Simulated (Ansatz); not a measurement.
Geometry optimisation, RKS r2SCAN-D4/def2-SVP (Ansatz 0.2.0).

Input file:

```yaml
crystal:
  periodic: [false, false, false]
  atoms:
    - { symbol: Ge, position_ang: [-0.528478, -0.07212, -0.332103] }
    - { symbol: F, position_ang: [0.265793, 0.713597, 2.331064] }
    - { symbol: H, position_ang: [0.587861, -0.966213, 0.207072] }
    - { symbol: H, position_ang: [-0.168426, 1.411488, -0.358652] }
    - { symbol: H, position_ang: [-0.88825, -0.539385, -1.762562] }
    - { symbol: "N", position_ang: [-2.020875, -0.23672, 0.823113] }
    - { symbol: H, position_ang: [-2.527389, -1.112272, 0.674098] }
    - { symbol: H, position_ang: [-2.694401, 0.515533, 0.666579] }
    - { symbol: H, position_ang: [-0.552234, 0.286094, 2.438492] }
basis:
  gaussian: { orbitals: def2-SVP }
hamiltonian:
  xc: r2scan
  dispersion: d4
relax:
  f_tol: 0.03
  max_steps: 50
output:
  orbitals: {}
```

Run as:

```bash
$ ansatz run input.yaml --threads 2 --pin off --max-ram 3072MiB --backend cpu --events-out ev --progress --plain --runs-dir out
```

Q: Where does it end, and by what steps?

A: It converged. After 9 steps the energy has fallen by 0.278 eV; H9 moved furthest, 0.44 Å.

```csv
step,energy less start (eV),largest force component (eV/Å),accepted
0,0.0000,0.571,yes
1,-0.0931,1.667,yes
2,-0.2355,0.615,yes
3,-0.1730,1.753,no
4,-0.2674,0.145,yes
5,-0.2742,0.136,yes
6,-0.2754,0.115,yes
7,-0.2774,0.062,yes
8,-0.2776,0.044,yes
9,-0.2777,0.011,yes
```

```xyz
9
Properties=species:S:1:pos:R:3
Ge -0.491 -0.065 -0.405
F -0.040 0.617 2.567
H 0.591 -1.041 0.049
H -0.019 1.388 -0.422
H -1.024 -0.469 -1.795
N -1.845 -0.152 0.892
H -2.235 -1.089 0.996
H -2.622 0.480 0.695
H -0.840 0.330 2.112
```

Whether the end is a true minimum wasn't checked by a vibrational analysis.

Time of the run: 29 s on 2 threads of Arm Neoverse V1 (shared host), peak memory 0.14 GiB.
